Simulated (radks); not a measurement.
Species: Zr4+. Configuration: [Kr].

Calculated with a radial shooting solver on a logarithmic mesh with Libxc functionals: non-relativistic Kohn-Sham, PBE, spin-polarised, spherical densities, point nucleus; relativity is left out, which matters for an element this heavy.

Energy parts (eV):
total: -96263.625
kinetic: 96218.048
electron-nucleus: -227717.631
Hartree: 38250.660
exchange-correlation: -3014.701

Orbitals (lengths in bohr, moments of r in powers of bohr):
[
 {"orbital": "1s", "occ.": "2", "eigenvalue (eV)": "-17463.80", "<1/r>": "39.49", "<r>": "0.03815"},
 {"orbital": "2s", "occ.": "2", "eigenvalue (eV)": "-2419.947", "<1/r>": "8.863", "<r>": "0.1674"},
 {"orbital": "2p", "occ.": "6", "eigenvalue (eV)": "-2221.399", "<1/r>": "8.852", "<r>": "0.1437"},
 {"orbital": "3s", "occ.": "2", "eigenvalue (eV)": "-431.1697", "<1/r>": "3.035", "<r>": "0.4699"},
 {"orbital": "3p", "occ.": "6", "eigenvalue (eV)": "-356.6080", "<1/r>": "2.938", "<r>": "0.4669"},
 {"orbital": "3d", "occ.": "10", "eigenvalue (eV)": "-220.7964", "<1/r>": "2.745", "<r>": "0.4509"},
 {"orbital": "4s", "occ.": "2", "eigenvalue (eV)": "-93.1819", "<1/r>": "1.109", "<r>": "1.214"},
 {"orbital": "4p", "occ.": "6", "eigenvalue (eV)": "-72.5306", "<1/r>": "1.006", "<r>": "1.323"}
]

The highest occupied level is 4p at -72.531 eV. Summed over all electrons, <r^2> = 19.97 bohr^2, which gives a Langevin (diamagnetic) susceptibility term of -15.8 x 10^-6 cm^3/mol. The electron density at the nucleus is 4.453e+04 e/bohr^3.
